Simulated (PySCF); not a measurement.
C4NiO4, charge -1, doublet, geometry from GFN2-xTB (such geometries of metal compounds can be far from the true shape) (the multiplicity is a formal guess); DF-SCAN/6-31G in PySCF.

The PySCF input:
```python
from pyscf import gto, scf, dft

mol = gto.Mole()
mol.atom = '''
    Ni    0.066129   -0.029781   -0.088550
    O     2.129608    0.410530   -2.125881
    C     1.424811    0.287964   -1.211227
    O     0.567217   -0.518323    2.799320
    C     0.584161   -0.644656    1.637638
    O    -1.645090   -1.618414   -1.862208
    C    -0.978323   -1.124474   -1.050019
    O    -1.426244    1.988048    1.425866
    C    -0.839908    1.271021    0.720711
'''
mol.basis = '6-31g'
mol.charge = -1
mol.spin = 1
mol.verbose = 4
mol.build()

mf = dft.UKS(mol)
mf.xc = 'scan'
mf = mf.density_fit(auxbasis='def2-universal-jkfit')
mf.kernel()
mf.analyze()
```

What the program printed (banner, timings and long lists left out):

```
PySCF version 2.14.0

[INPUT] verbose = 4
[INPUT] num. atoms = 9
[INPUT] num. electrons = 85
[INPUT] charge = -1
[INPUT] spin (= nelec alpha-beta = 2S) = 1
[INPUT] symmetry False subgroup None
[INPUT] Mole.unit = angstrom
[INPUT] Symbol           X                Y                Z      unit          X                Y                Z       unit  Magmom
[...]
nuclear repulsion = 605.84076334712
number of shells = 51
number of NR pGTOs = 266
number of NR cGTOs = 99
basis = 6-31g
ecp = {}

******** <class 'pyscf.df.df_jk.DFUKS'> ********
method = DFUKS
initial guess = minao
damping factor = 0
level_shift factor = 0
DIIS = <class 'pyscf.scf.diis.CDIIS'>
diis_start_cycle = 1
diis_space = 8
diis_damp = 0
SCF conv_tol = 1e-09
SCF conv_tol_grad = None
SCF max_cycles = 50
direct_scf = False
number electrons alpha = 43  beta = 42
XC library pyscf.dft.libxc version 7.1.2
    S. Lehtola, C. Steigemann, M. J. T. Oliveira, and M. A. L. Marques,  SoftwareX 7, 1–5 (2018)
XC functionals = scan
    J. Sun, A. Ruzsinszky, and J. P. Perdew,  Phys. Rev. Lett. 115, 036402 (2015)
    J. Sun, A. Ruzsinszky, and J. P. Perdew,  Phys. Rev. Lett. 115, 036402 (2015)
radial grids:
    Treutler-Ahlrichs [JCP 102, 346 (1995); DOI:10.1063/1.469408] (M4) radial grids

becke partition: Becke, JCP 88, 2547 (1988); DOI:10.1063/1.454033
pruning grids: <function nwchem_prune>
grids dens level: 3
symmetrized grids: False
atomic radii adjust function: <function treutler_atomic_radii_adjust>
small_rho_cutoff = 0
Set gradient conv threshold to 3.16228e-05
tot grids = 133440
init E= -1961.56925699851

cycle= 1 E= -1936.90590392354  delta_E= 24.7  |g|= 5.16  |ddm|= 4.25
cycle= 2 E= -1847.18181373202  delta_E= 89.7  |g|= 8.34  |ddm|= 37.7
cycle= 3 E= -1950.85962813251  delta_E= -104  |g|= 5.16  |ddm|= 37.6
cycle= 4 E= -1946.29280553361  delta_E= 4.57  |g|= 6.27  |ddm|= 4.77
cycle= 5 E= -1943.44050837549  delta_E= 2.85  |g|= 5.96  |ddm|= 0.743
cycle= 6 E= -1941.92400323146  delta_E= 1.52  |g|= 5.61  |ddm|= 0.917
cycle= 7 E= -1944.63337871282  delta_E= -2.71  |g|= 6.19  |ddm|= 2.55
cycle= 8 E= -1947.52282640477  delta_E= -2.89  |g|= 6.23  |ddm|= 1.23
cycle= 9 E= -1943.74694250973  delta_E= 3.78  |g|= 6.18  |ddm|= 0.77
cycle= 10 E= -1937.67504512772  delta_E= 6.07  |g|= 5.41  |ddm|= 0.98
cycle= 11 E= -1923.96776742071  delta_E= 13.7  |g|= 8.17  |ddm|= 16.5

cycle= 12 E= -1945.28704750996  delta_E= -21.3  |g|= 5.66  |ddm|= 12.9
cycle= 13 E= -1948.42931686876  delta_E= -3.14  |g|= 4.91  |ddm|= 6.01
cycle= 14 E= -1948.09986969859  delta_E= 0.329  |g|= 4.63  |ddm|= 4.15
cycle= 15 E= -1957.27712485276  delta_E= -9.18  |g|= 3.45  |ddm|= 3.32
cycle= 16 E= -1958.15316366278  delta_E= -0.876  |g|= 3.04  |ddm|= 1.37
cycle= 17 E= -1958.15336745166  delta_E= -0.000204  |g|= 3.03  |ddm|= 1.22
cycle= 18 E= -1957.73831109661  delta_E= 0.415  |g|= 3.26  |ddm|= 1.22
cycle= 19 E= -1933.88580631333  delta_E= 23.9  |g|= 5.41  |ddm|= 5.39
cycle= 20 E= -1957.67266364638  delta_E= -23.8  |g|= 3.35  |ddm|= 5.35
cycle= 21 E= -1957.84753582092  delta_E= -0.175  |g|= 3.14  |ddm|= 1.37
cycle= 22 E= -1959.28696233701  delta_E= -1.44  |g|= 2.51  |ddm|= 1.95
cycle= 23 E= -1959.07285868306  delta_E= 0.214  |g|= 2.67  |ddm|= 0.886
cycle= 24 E= -1959.2404599652  delta_E= -0.168  |g|= 2.59  |ddm|= 0.219
cycle= 25 E= -1958.97601279843  delta_E= 0.264  |g|= 2.69  |ddm|= 0.382
cycle= 26 E= -1958.31887526108  delta_E= 0.657  |g|= 2.91  |ddm|= 0.968
cycle= 27 E= -1958.04184392028  delta_E= 0.277  |g|= 3.08  |ddm|= 1.02
cycle= 28 E= -1936.94091777542  delta_E= 21.1  |g|= 4.99  |ddm|= 4.55

cycle= 29 E= -1957.33269581909  delta_E= -20.4  |g|= 3.17  |ddm|= 4.74
cycle= 30 E= -1957.79248619003  delta_E= -0.46  |g|= 3.03  |ddm|= 1.59
cycle= 31 E= -1958.27914106677  delta_E= -0.487  |g|= 2.96  |ddm|= 1.63
cycle= 32 E= -1957.85991976497  delta_E= 0.419  |g|= 3.12  |ddm|= 1.64
cycle= 33 E= -1958.21648798195  delta_E= -0.357  |g|= 3.01  |ddm|= 1.11
cycle= 34 E= -1958.26341260876  delta_E= -0.0469  |g|= 3.03  |ddm|= 1.38
cycle= 35 E= -1956.52721793922  delta_E= 1.74  |g|= 3.63  |ddm|=  1.9
cycle= 36 E= -1958.21143395068  delta_E= -1.68  |g|= 3.03  |ddm|=  1.3

cycle= 37 E= -1923.72716379839  delta_E= 34.5  |g|= 6.91  |ddm|= 7.68
cycle= 38 E= -1961.09526520479  delta_E= -37.4  |g|= 0.687  |ddm|= 7.17
cycle= 39 E= -1957.52544367219  delta_E= 3.57  |g|= 3.45  |ddm|= 2.49
cycle= 40 E= -1960.71833313444  delta_E= -3.19  |g|= 1.52  |ddm|= 1.72
cycle= 41 E= -1960.79075984624  delta_E= -0.0724  |g|= 1.43  |ddm|= 0.174
cycle= 42 E= -1960.86349549721  delta_E= -0.0727  |g|= 1.28  |ddm|= 0.498
cycle= 43 E= -1961.0139868951  delta_E= -0.15  |g|= 0.947  |ddm|= 0.704
cycle= 44 E= -1960.98629327226  delta_E= 0.0277  |g|= 1.14  |ddm|= 1.14
cycle= 45 E= -1961.28265126414  delta_E= -0.296  |g|= 0.381  |ddm|= 0.428
cycle= 46 E= -1961.32223045774  delta_E= -0.0396  |g|= 0.209  |ddm|= 0.424
cycle= 47 E= -1961.32747103432  delta_E= -0.00524  |g|= 0.18  |ddm|= 0.258
cycle= 48 E= -1961.33861886875  delta_E= -0.0111  |g|= 0.0269  |ddm|= 0.199
cycle= 49 E= -1961.33842853427  delta_E= 0.00019  |g|= 0.0381  |ddm|= 0.104
cycle= 50 E= -1961.33913965292  delta_E= -0.000711  |g|= 0.0109  |ddm|= 0.0547
SCF not converged.
SCF energy = -1961.33913965292 after 50 cycles  <S^2> = 0.75744608  2S+1 = 2.0074323
**** SCF Summaries ****
Total Energy =                       -1961.339139652916174
Nuclear Repulsion Energy =             605.840763347119946
One-electron Energy =                -3933.440874355140295
Two-electron Energy =                 1366.260971355104175
Two-electron Coulomb Energy =         1485.415879415339305
DFT Exchange-Correlation Energy =     -119.154908060235243
**** MO energy ****
                             alpha | beta                alpha | beta
[...]
To work with the spin densities directly, `use mulliken_meta_spin()` only printing them here.

 ** Mulliken spin pop alpha/beta on meta-lowdin orthogonal AOs **
 ** Mulliken Spin Density (per AO)  **
spin_pop of  0 Ni 1s       -0.00000
spin_pop of  0 Ni 2s       -0.00000
spin_pop of  0 Ni 3s        0.00000
spin_pop of  0 Ni 4s       -0.00576
spin_pop of  0 Ni 5s        0.00097
spin_pop of  0 Ni 2px      -0.00000
spin_pop of  0 Ni 2py      -0.00000
spin_pop of  0 Ni 2pz       0.00000
spin_pop of  0 Ni 3px      -0.00000
spin_pop of  0 Ni 3py      -0.00000
spin_pop of  0 Ni 3pz      -0.00000
spin_pop of  0 Ni 4px      -0.00132
spin_pop of  0 Ni 4py      -0.00178
spin_pop of  0 Ni 4pz       0.00028
spin_pop of  0 Ni 5px      -0.00003
spin_pop of  0 Ni 5py       0.00014
spin_pop of  0 Ni 5pz       0.00092
spin_pop of  0 Ni 3dxy      0.04574
spin_pop of  0 Ni 3dyz      0.03633
spin_pop of  0 Ni 3dz^2    -0.02624
spin_pop of  0 Ni 3dxz      0.02014
spin_pop of  0 Ni 3dx2-y2    0.00203
spin_pop of  0 Ni 4dxy      0.00056
spin_pop of  0 Ni 4dyz      0.00051
spin_pop of  0 Ni 4dz^2     0.00003
spin_pop of  0 Ni 4dxz      0.00030
spin_pop of  0 Ni 4dx2-y2    0.00007
spin_pop of  1 O 1s       -0.00000
spin_pop of  1 O 2s        0.00104
spin_pop of  1 O 3s        0.00004
spin_pop of  1 O 2px       0.02131
spin_pop of  1 O 2py      -0.00125
spin_pop of  1 O 2pz       0.02188
spin_pop of  1 O 3px       0.00046
spin_pop of  1 O 3py      -0.00004
spin_pop of  1 O 3pz       0.00036
spin_pop of  2 C 1s       -0.00000
spin_pop of  2 C 2s        0.00979
spin_pop of  2 C 3s        0.00019
spin_pop of  2 C 2px       0.05188
spin_pop of  2 C 2py      -0.00525
spin_pop of  2 C 2pz       0.06192
spin_pop of  2 C 3px       0.00134
spin_pop of  2 C 3py      -0.00034
spin_pop of  2 C 3pz       0.00057
spin_pop of  3 O 1s       -0.00000
spin_pop of  3 O 2s        0.00307
spin_pop of  3 O 3s        0.00008
spin_pop of  3 O 2px       0.03460
spin_pop of  3 O 2py       0.08116
spin_pop of  3 O 2pz       0.00005
spin_pop of  3 O 3px       0.00050
spin_pop of  3 O 3py       0.00112
spin_pop of  3 O 3pz       0.00022
spin_pop of  4 C 1s       -0.00000
spin_pop of  4 C 2s        0.03999
spin_pop of  4 C 3s       -0.00001
spin_pop of  4 C 2px       0.07296
spin_pop of  4 C 2py       0.17697
spin_pop of  4 C 2pz      -0.00736
spin_pop of  4 C 3px       0.00078
spin_pop of  4 C 3py       0.00183
spin_pop of  4 C 3pz       0.00182
spin_pop of  5 O 1s       -0.00000
spin_pop of  5 O 2s        0.00119
spin_pop of  5 O 3s        0.00005
spin_pop of  5 O 2px      -0.00063
spin_pop of  5 O 2py       0.02248
spin_pop of  5 O 2pz       0.02217
spin_pop of  5 O 3px       0.00005
spin_pop of  5 O 3py       0.00046
spin_pop of  5 O 3pz       0.00038
spin_pop of  6 C 1s       -0.00000
spin_pop of  6 C 2s        0.01115
spin_pop of  6 C 3s        0.00011
spin_pop of  6 C 2px      -0.00246
spin_pop of  6 C 2py       0.05968
spin_pop of  6 C 2pz       0.06655
spin_pop of  6 C 3px      -0.00014
spin_pop of  6 C 3py       0.00144
spin_pop of  6 C 3pz       0.00060
spin_pop of  7 O 1s       -0.00000
spin_pop of  7 O 2s        0.00132
spin_pop of  7 O 3s        0.00001
spin_pop of  7 O 2px       0.00633
spin_pop of  7 O 2py       0.01051
spin_pop of  7 O 2pz       0.03336
spin_pop of  7 O 3px       0.00012
spin_pop of  7 O 3py       0.00021
spin_pop of  7 O 3pz       0.00065
spin_pop of  8 C 1s       -0.00000
spin_pop of  8 C 2s        0.00278
spin_pop of  8 C 3s       -0.00006
spin_pop of  8 C 2px       0.00939
spin_pop of  8 C 2py       0.01926
spin_pop of  8 C 2pz       0.08746
spin_pop of  8 C 3px       0.00006
spin_pop of  8 C 3py       0.00042
spin_pop of  8 C 3pz       0.00054
 ** Mulliken Spin Density (per atom)  **
spin density of  0 Ni =      0.07289
spin density of  1 O =      0.04381
spin density of  2 C =      0.12010
spin density of  3 O =      0.12080
spin density of  4 C =      0.28698
spin density of  5 O =      0.04615
spin density of  6 C =      0.13692
spin density of  7 O =      0.05250
spin density of  8 C =      0.11985
 ** Mulliken pop alpha/beta on meta-lowdin orthogonal AOs **
 ** Mulliken pop       alpha | beta **
In total            43.00000 | 42.00000
 ** Mulliken atomic charges   ( Nelec_alpha | Nelec_beta ) **
charge of  0Ni =      0.90995  (    13.58147     13.50858 )
charge of  1O =     -0.26792  (     4.15587      4.11206 )
charge of  2C =     -0.20330  (     3.16170      3.04160 )
charge of  3O =     -0.28128  (     4.20104      4.08024 )
charge of  4C =     -0.20678  (     3.24688      2.95990 )
charge of  5O =     -0.27077  (     4.15846      4.11231 )
charge of  6C =     -0.20789  (     3.17241      3.03548 )
charge of  7O =     -0.27164  (     4.16207      4.10957 )
charge of  8C =     -0.20036  (     3.16010      3.04026 )

WARN: System has nonzero charge -1; the dipole moment is origin-dependent.
Location of origin: [0. 0. 0.]

Dipole moment(X, Y, Z, Debye):  0.05147,  0.09135, -0.60006
```

Convergence was not reached.
